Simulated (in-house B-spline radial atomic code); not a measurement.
Br+ is squeezed into an impenetrable sphere of radius R (the orbitals vanish at R). Computed with a B-spline radial code for spherical atoms: Dirac-Hartree-Fock, average of configuration, Fermi nucleus of rms radius 4.1629 fm.

Energies in eV above the free ion in [Ar] 3d10 4s2 4p4:

| R (bohr) | highest level (eV) | [Ar] 3d10 4s2 4p4 | [Ar] 3d10 4s1 4p4 4f1 | [Ar] 3d10 4s2 4p3 4f1 |
| --- | --- | --- | --- | --- |
| 7.18 | -22.2 | 0.005978 | 37.19 | 22.37 |
| 6.95 | -22.2 | 0.009731 | 37.62 | 22.81 |
| 4.65 | -21.5 | 1.055 | 47.38 | 32.63 |
| 4.17 | -20.6 | 2.701 | 52.74 | 37.88 |
| 3.44 | -17.2 | 11.22 | 69.73 | 54.17 |
| 3.24 | -15.4 | 16.6 | 78.31 | 62.33 |
| 2.66 | -5.04 | 52.76 | 126.8 | 108.6 |
| 2.34 | 7.19 | 102.5 | 185.5 | 164.9 |
| 1.61 | 99.3 | 561.5 | 659.4 | 627.8 |
| 1.25 | 271 | 1585 | 1645 | 1606 |

(1) Does [Ar] 3d10 4s1 4p4 4f1 fall below [Ar] 3d10 4s2 4p4 under compression?

(2) Does [Ar] 3d10 4s2 4p3 4f1 fall below [Ar] 3d10 4s2 4p4 under compression?

The highest level is first positive in the row R = 2.34 bohr, pushed up by confinement above the zero of the free ion's potential. Each configuration is held fixed and needn't be the lowest in the sphere.

## Answers

(1) No, it stays above over the whole range.

(2) No, it stays above over the whole range.
